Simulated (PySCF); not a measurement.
ScS₂⁻: fields on a plane

Level of theory: B3LYP/[Sc def2-SVPD, S def2-SVPD], no relativity, density fitting, PySCF.

The singlet minimum has Sc–S 2.270 Å (×2); S–Sc–S 146.4°.

The plane holds Sc1 at (0.00, 0.00), S2 at (2.27, 0.00), S3 at (-1.89, 1.26) Å. Columns run from x = -3.75 to 4.65 Å, rows from y = 3.45 (top) to -1.95 Å, in steps of 0.3 Å. Other isomers or separated fragments may lie lower.

Problem. Give the highest occupied orbital (Å^-3/2) at -1.53 eV (cut at ±0.3; overall sign arbitrary). Lower edges of the bins (Å^-3/2): '_' -0.300, '.' -0.240, ':' -0.180, '-' -0.120, '=' -0.060, '+' 0.000, '*' 0.060, '#' 0.120, '%' 0.180, '@' 0.240; top 0.30, each point printed twice.

Solution. 
```
================================++++++++++++++++++++++++++
========----------==============++++++++++++++++++++++++++
====------::::------============++++++++++++++++++++++++++
====--::::....::::--============++++++++++++++++++++++++++
==----::..______::--==========++++++++++++++++++++++++++++
==--::..________..--==========++++++++++++++++++++++++++++
==--::..______..::====++++++++++++++++++**********++++++++
==----::..--@@++****++++++++======++++****####******++++++
======--==++__++@@%%**++++++========++**##%%%%####****++++
======++**%%@@@@@@@@**++====++========**@@@@@@@@##****++++
++++++**##@@@@@@@@%%**--::++++==--::--++%%@@@@@@%%##**++++
++++++**##%%@@@@%%##==..====##++::..__--__++@@@@%%##**++++
++++++****####%%##**==..==++%%==::____::@@++@@@@##****++++
++++++++****####****==--==##**==..______..==######****++++
++++++++++********++++==++++==--::______..--++****++++++++
++++++++++++++**++++++++======--::......::--==++++++++++++
++++++++++++++++++++++++======----::::::----====++++++++++
++++++++++++++++++++++========------------======++++++++++
++++++++++++++++++++++============------==========++++++++
```

Problem. Give the lowest empty orbital (Å^-3/2) at 1.15 eV (cut at ±0.3; overall sign arbitrary). Lower edges of the bins (Å^-3/2): '0' -0.300, '1' -0.241, '2' -0.182, '3' -0.124, '4' -0.065, '5' -0.006, '6' 0.053, '7' 0.112, '8' 0.170, '9' 0.229; top 0.29.

Solution. 
```
55555555555555555555555555555
55555555555555555555555555555
55555555555555555555555555555
55555555555555555555555555555
55555555555555555555555555555
55554444455556655555555555555
55554444445566665555555555555
55554445345566666555555555555
55555464334567766555555555555
55555443333468865544445555555
55555443321049644444444455555
55555544320007012334644455555
55555555431070002334654555555
55555556655561012333445555555
55555666677886444444455555555
55556666778998655555555555555
55556667788888766555555555555
55556667778888776655555555555
55556666777777766655555555555
```

The lowest empty level of this anion is unbound, so it and the gap depend on the basis.
